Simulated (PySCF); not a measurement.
F2GaH2N. Atoms are numbered in the order given.

```xyz
6

Ga     0.0076     0.0094     0.0000
F      0.9356    -0.0080     1.4735
F      0.9356    -0.0080    -1.4735
N     -1.7785    -0.0550     0.0000
H     -2.3133     0.1195    -0.8434
H     -2.3133     0.1195     0.8434
```
Charge 0, spin multiplicity 1.

Geometry optimised at r2SCAN-D4/def2-SVP. Other conformers were not sampled.

These are HF/def2-TZVPD (PySCF) values and carry that method's errors.

Symmetry labels are those of the subgroup Cs that the program uses (full group Cs).

Computed valence orbital energies around the gap with their symmetry:
| orbital | symmetry | energy (eV) |
|---|---|---|
| HOMO−7 | A" | -18.47 |
| HOMO−6 | A' | -17.22 |
| HOMO−5 | A" | -17.11 |
| HOMO−4 | A' | -16.95 |
| HOMO−3 | A" | -16.55 |
| HOMO−2 | A" | -16.38 |
| HOMO−1 | A' | -15.46 |
| HOMO | A' | -11.91 |
| LUMO | A' | 0.88 |
| LUMO+1 | A' | 2.46 |
| LUMO+2 | A' | 2.59 |
| LUMO+3 | A" | 2.64 |
